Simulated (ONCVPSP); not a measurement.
Plane-wave convergence, ONCV potential for cadmium (Cd)

* Element: cadmium
* Generator: ONCVPSP 4.0.1
* Type: optimised norm-conserving Vanderbilt (ONCV)
* Functional: LDA (Perdew-Wang 92)
* Relativity: fully relativistic
* Frozen core: [Ar] 3d10
* Valence charge: 20
* Reference configuration: 4s2 4p6 4d10 5s2
* Partial waves: 4s+5s: rc 1.15 bohr, ncon 5, nbas 8, qcut 8.5 1/bohr, 2 projectors; 4p: rc 1.00 bohr, ncon 5, nbas 8, qcut 8.3 1/bohr, 2 projectors, debl 1 Ha; 4d: rc 1.65 bohr, ncon 3, nbas 7, qcut 9.5 1/bohr, 2 projectors, debl 0.8 Ha
* Local potential: polynomial inside 0.70 bohr (lpopt 1, dvloc0 1 Ha)
* Core correction: Teter function, fcfact 1.5, rcfact 1.4

Open shells are filled in proportion to 2j + 1.

In the p channel the program set the typed energies aside and used -2.393, 0.250 Ha (j = l + 1/2; the other j can differ).

Problem. For each optimised wave give the share of its norm inside rc, the residual kinetic energy above qcut (Ha) and the cutoffs (Ha) for errors of 10, 1, 0.1 and 0.01 mHa per electron.

Solution.

| wave | norm inside rc | residual KE | 10 mHa | 1 mHa | 0.1 mHa | 0.01 mHa |
| --- | --- | --- | --- | --- | --- | --- |
| 4s | 0.831 | 3.6e-03 | 32.0 | 86.1 | 121.6 | 138.3 |
| 5s | 0.034 | 5.7e-04 | 25.0 | 34.2 | 61.1 | 114.2 |
| 4p j=3/2 | 0.578 | 1.6e-02 | 38.8 | 147.7 | 185.5 | 208.9 |
| p projector 2 j=3/2 | 0.049 | 2.6e-03 | 14.9 | 48.1 | 217.3 | 261.4 |
| 4p j=1/2 | 0.615 | 2.0e-02 | 42.7 | 158.2 | 192.3 | 214.0 |
| p projector 2 j=1/2 | 0.049 | 2.9e-03 | 15.1 | 44.6 | 205.1 | 258.4 |
| 4d j=5/2 | 0.776 | 2.1e-07 | 24.6 | 30.8 | 35.7 | 39.5 |
| d projector 2 j=5/2 | 0.061 | 5.2e-08 | 19.2 | 26.4 | 32.5 | 37.2 |
| 4d j=3/2 | 0.787 | 2.4e-07 | 24.9 | 31.0 | 35.9 | 39.6 |
| d projector 2 j=3/2 | 0.059 | 5.8e-08 | 19.3 | 26.6 | 32.7 | 37.4 |

The occupied waves need 158 Ha and 192 Ha for 1 and 0.1 mHa.
